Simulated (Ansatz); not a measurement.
## A geometry optimisation of CH5GaMgSe with r2SCAN-D4/def2-SVP

The starting geometry of this gas-phase singlet was optimised with GFN2-xTB.

```
atom    x (Å)    y (Å)    z (Å)
   C   0.2875   1.8389   1.2236
  Ga   1.6408   1.2886  -0.2859
  Mg   2.7034  -0.3120  -2.3123
  Se   0.7449  -1.6044  -1.4895
   H  -0.7437   1.8498   0.8364
   H   0.4663   2.8283   1.6668
   H   0.2966   1.1167   2.0545
   H   3.9450  -0.0729  -3.2525
   H   0.3626  -2.8730  -2.0057
```

Q: Predict what it relaxes into with r2SCAN-D4/def2-SVP.

A: It rearranges to `[CH3][Ga]([MgH])[SeH]`. Contacts that open: Mg3–Se4 (2.49 → 4.14 Å). Contacts that close: Ga2–Se4 (3.26 → 2.37 Å).

The energy falls by 0.68 eV over 33 steps:

```tsv
step	E − E(last) (eV)
1	0.678
5	0.269
8	0.210
12	0.192
15	0.192
19	0.187
22	0.123
26	0.010
29	0.000
33	0.000
```

Final geometry (Å):

```xyz
9

C     0.3903    1.2958    0.7571
Ga    1.3006    0.2935   -0.6912
Mg    3.3630    0.6065   -2.2995
Se    0.2014   -1.7707   -1.0699
H    -0.6560    1.4895    0.4666
H     0.8723    2.2572    0.9895
H     0.3691    0.6824    1.6735
H     4.6978    0.7900   -3.3522
H    -0.8349   -1.5843   -0.0384
```

Frequencies at the end are all real (lowest 36 cm⁻¹). Run with Ansatz 0.2.0, 120 s on 2 threads of Arm Neoverse V2, on a shared host.
